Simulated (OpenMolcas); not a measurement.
# d3 ions of charge +3 down a group on the Y site of Cs2NaYCl6

```yaml
Program: OpenMolcas 26.06
Method: CASSCF
Spin-orbit_coupling: RASSI with atomic mean-field integrals over the reference wave functions
```

The d shell is active. Each dopant is a cluster with its nearest anions in model potentials and point charges, with no relaxation. Distances were set from a Shannon-type radius of the metal (high-spin where two are listed) plus a fixed donor radius (Cl 1.76 Å), in hosts weighted 0.65 to 0.35 with the host's distance in the model lattice. Ligand basis ANO-RCC-VDZP, DKH2 Hamiltonian. States (labels of O, the rotations of Oh). Energies in cm-1 above the lowest state or level, χT in cm3 K/mol; 10Dq and B are least-squares fits to the states below 45000 cm-1, weighted by degeneracy, with a free offset, and given where the rms deviation is under 5 % of |10Dq| (or 100 cm-1) and under 700 cm-1. Spin-only χT is S(S+1) / 2 for the spin of the ground state.

```tsv
Ion	Shell	R (Å)	Metal basis	Ground state	First state of that spin	10Dq	B (rms of fit)	First gap with spin-orbit (degeneracies)	χT at 300 K	First state of another spin	Spin-only χT
Cr3+	3d3	2.461	ANO-RCC-VTZP	4A2	4T2 9486			9383 (4, 2)	1.816	2E 19120	1.875
Mo3+	4d3	2.509	ANO-RCC-VTZP	4A2	4T2 17618	17219	654 (274)	13446 (4, 4)	1.752	2E 13582	1.875
```

χT departs most from the spin-only value for Mo3+, by -0.123 cm3 K/mol.

Without dynamic correlation the repulsion within the d shell is too large (B by tens of per cent), so at a given field states of lower spin stand too high. Ligand-to-metal charge-transfer states are missing. With no ligand orbital active B as a rule stays too high, so bands that hang on it stand too high and its fall with covalency is understated. With metal d orbitals alone and no dynamic correlation the field as a rule comes out too small, by tens of per cent, by up to half for chloride and softer ligands (holds for Cr3+). The least metal-like active orbital is 80 % on the metal (Löwdin) and no ligand orbital is active, so the numbers are rough (holds for Mo3+). With metal d orbitals alone the field can be off either way by tens of per cent (holds for Mo3+). No measured value stands beside these numbers; the geometry was set by hand and not optimised.
